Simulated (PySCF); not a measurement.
## Computed properties of Ge(OH)4 (GeH4O4), SMILES [OH][Ge]([OH])([OH])[OH]

Ge(OH)4 (GeH₄O₄), SMILES [OH][Ge]([OH])([OH])[OH]. Geometry: PBE0-D3(BJ)/def2-SVP. The isomer is the one that the SMILES or the coordinates give; other isomers of the formula were not compared. One conformer was computed; it need not be the lowest. All values are computed for the isolated molecule unless a solvent is named; none is compared with measurement here.

**Structure.** The optimised structure has S4 symmetry. All 21 harmonic modes at PBE0-D3(BJ)/def2-SVP (PySCF) are real, so it is a minimum. With heavy atoms numbered as in [OH:1][Ge:2]([OH:3])([OH:4])[OH:5], the shortest bond between them is O1–Ge2 at 1.756 Å and the longest Ge2–O3 at 1.756 Å.

**Vibrations.** The strongest infrared lines (harmonic, unscaled, degenerate partners summed) lie at 3901 cm⁻¹ (384 km/mol, H 94 %), 921 cm⁻¹ (339 km/mol, H 86 %, O 10 %), 769 cm⁻¹ (258 km/mol, O 75 %, Ge 22 %). The softest mode is at 153 cm⁻¹ and the zero-point energy is 34.9 kcal/mol.

**Electronic structure.** B3LYP/def2-TZVP (PySCF) places the frontier levels at -8.93 and -0.69 eV, a gap of 8.24 eV, and gives a dipole moment of 0.00 D and a mean polarisability of 39.9 bohr³. PBE/def2-TZVP (PySCF) at the same geometry gives -7.40 and -1.26 eV, so its gap is 2.10 eV narrower. An orbital gap is neither the optical nor the fundamental gap.

**Excitations.** TDA-CAM-B3LYP/def2-SVPD (PySCF) has S1 at 7.46 eV (166 nm, f = 0.056, bright); the most intense of the 10 singlets computed lies at 8.80 eV (f = 0.30). Strengths of degenerate partners are summed. T1 (TDA) is at 7.00 eV, 0.46 eV under S1. TDA-PBE/def2-SVPD (PySCF) puts S1 at 6.10 eV. No vertical singlet excitation falls in the visible range (under 3.1 eV).

**NMR.** GIAO shifts at PBE0/pcSseg-1 (PySCF) (non-relativistic, atoms alike by connectivity averaged): ¹H at 1.8 ppm against TMS.
